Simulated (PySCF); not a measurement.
# Structure from NMR data

The spectra below were simulated for a compound C7H14Si.

$^{1}$H NMR (300 MHz, computed): δ 6.65 (m, 1H), 6.55 (m, 1H), 6.05 (m, 1H), 4.39 (m, 1H), 2.18 (m, 2H), 1.84 (m, 1H), 1.30 (m, 2H), 1.09 (m, 2H), 1.07 (m, 1H), 0.65 (m, 2H).

$^{13}$C{$^{1}$H} NMR (computed): δ 143.9 (CH), 142.1 (CH2), 33.8 (CH2), 29.5 (CH2), 16.2 (CH2).

PySCF 2.14 calculation with shieldings: GIAO PBE0/pcSseg-1 and coordinates at the GFN2-xTB level; gas phase, a single conformation, equivalent nuclei averaged, non-relativistic.

References, each an isolated molecule treated in the same way: TMS for $^{1}$H and $^{13}$C.

Q: What is the structure?

A: 
Rings plus π bonds: 2 (1 ring in the answer). 5 carbon signals for 7 carbons: some carbons are equivalent by symmetry or fast rotation. Carbon types of the structure: 1 × CH, 6 × CH2, leaving 1 H on heteroatoms. δC 143.9: alkene CH; as expected for a trigonal carbon in a double bond. δC 142.1: terminal =CH2 carbon; an sp2 carbon of a C=C bond. δC 33.8, 29.5: sp3 CH2 in a ring; a saturated carbon with 2 carbon neighbours and no heteroatom attached. δH 6.65: hydrogen on an alkene CH; attached to an sp2 carbon and in the plane of the double bond. δH 6.55, 6.05: hydrogen on a terminal =CH2 carbon; a vinylic proton, deshielded by the sp2 carbon and the C=C anisotropy. δH 4.39: hydrogen on a silicon bonded to 3 C, in a 6-membered ring. δH 2.18, 1.84, 1.30, 1.07: hydrogen on an sp3 CH2 in a ring.

Structure: SMILES C=C[SiH]1CCCCC1.

The data come from this structure; uniqueness wasn't tested.

Shifts are as computed. Against solution values, carbons near 30 ppm lie about +3 ppm off and those near 130 ppm about +5 ppm. Of 1211 compounds with measured shifts, 218 miss one by over three times the rms of a fit or turn the order of signals round; such compounds aren't used in these exercises. No couplings were computed; multiplicities are counted from neighbouring protons, with m where these are inequivalent, close in shift, in a saturated or five-membered ring or joined by F or P, and br s for small geminal =CH2 splittings.
